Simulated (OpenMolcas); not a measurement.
## Ir5+ in a point-charge field

Ir5+ among 5 point charges of -1 e arranged as a trigonal bipyramid (D3h), 2.17 Å from the ion, with the axial distance 2.235 Å.
```
   2.1700    0.0000    0.0000  -1.00
  -1.0850    1.8793    0.0000  -1.00
  -1.0850   -1.8793    0.0000  -1.00
   0.0000    0.0000    2.2351  -1.00
   0.0000    0.0000   -2.2351  -1.00
```

```json
{
 "Program": "OpenMolcas",
 "Method": "CASSCF",
 "Basis": "ANO-RCC-VTZP [8s7p5d3f1g]",
 "Scalar Hamiltonian": "DKH2, point nucleus",
 "Active space": "4 electrons in 5 orbitals (5d)",
 "State averaging": "2S+1 = 5 even, 5 roots; 2S+1 = 3 even, 45 roots; 2S+1 = 1 even, 50 roots",
 "Spin-orbit coupling": "state interaction with AMFI integrals over the reference wave functions"
}
```

The lowest spin-free states (labels of D3, the rotations of D3h), above the lowest:

| State | Degeneracy | E (cm-1) | Free-ion L (%) |
| --- | --- | --- | --- |
| 5A1 | 1 | 0.0 | D (100) |
| 5E | 2 | 2422 | D (100) |
| 5E | 2 | 2533 | D (100) |
| 3A1 | 1 | 19875 | H (89) |
| 3A2 | 1 | 19884 | H (89) |
| 3E | 2 | 20139 | H (95) |
| 3E | 2 | 21081 | H (92) |
| 3E | 2 | 21520 | H (73) |
| 3A2 | 1 | 21826 | H (86) |
| 3E | 2 | 22030 | H (100) |
| 3A2 | 1 | 22621 | P (52) |
| 3E | 2 | 23503 | P (46) |
| 3E | 2 | 23857 | F (90) |
| 3E | 2 | 24552 | F (82) |
| 3A1 | 1 | 24844 | F (78) |
| 3A2 | 1 | 24847 | F (78) |
| 3A1 | 1 | 24984 | G (97) |
| 3E | 2 | 25733 | G (95) |
| 3E | 2 | 26206 | G (76) |
| 3A2 | 1 | 26367 | F (53) |

The lowest levels with spin-orbit coupling:

| E (cm-1) | Degeneracy | Label | 2S+1 | g |
| --- | --- | --- | --- | --- |
| 0.0 | 1 | A1 | 5 (67 %) |  |
| 4930 | 2 | E | 5 (86 %) | 0.00 0.00 3.26 |
| 5721 | 1 | A2 | 5 (85 %) |  |
| 9466 | 2 | E | 5 | 0.00 0.00 6.68 |
| 9634 | 1 | A1 | 5 |  |
| 10302 | 2 | E | 5 | 0.00 0.00 2.34 |
| 13176 | 2 | E | 5 (88 %) | 0.00 0.00 5.51 |
| 13673 | 2 | E | 5 (87 %) | 0.00 0.00 3.91 |
| 14081 | 1 | A2 | 5 (87 %) |  |
| 14082 | 1 | A1 | 5 (87 %) |  |
| 14174 | 1 | A2 | 5 (87 %) |  |
| 15940 | 1 | A1 | 5 (72 %) |  |
| 16157 | 2 | E | 5 (72 %) | 0.00 0.00 2.17 |
| 16380 | 2 | E | 5 (70 %) | 0.00 0.00 5.15 |
| 16502 | 1 | A2 | 5 (67 %) |  |
| 16502 | 1 | A1 | 5 (67 %) |  |
| 16574 | 2 | E | 5 (68 %) | 0.00 0.00 11.15 |
| 23713 | 1 | A1 | 3 (56 %) |  |
| 25297 | 1 | A2 | 3 (71 %) |  |
| 25298 | 1 | A1 | 3 (71 %) |  |

Powder χT (cm3 K/mol): 0 at 2 K, 0.00161 at 10 K, 0.00807 at 50 K, 0.0161 at 100 K, 0.0323 at 200 K, 0.0484 at 300 K. The effective moment at 300 K is 2.828 √(χT) = 0.62 μB.

Spin-orbit coupling mixes the spin-free states strongly: the lowest level takes only 25 % from its leading state, 5E, which lies 2533 cm-1 above the lowest spin-free state. Without dynamic correlation the repulsion within the d shell is too large (B by tens of per cent), so at a given field states of lower spin stand too high. Point charges give a weaker field than real ligands, and real ions of this kind are as a rule low spin; the high spin found here belongs to the model. The ground term spreads over less than 5000 cm-1, several times less than with real ligands, so orbital moments are less quenched and χT lies further from the spin-only value than at real sites. This is an electrostatic model: the charges have no orbitals. No measured value stands beside these numbers.

With an even number of electrons the g values are those of a degenerate or nearly degenerate non-Kramers pair.
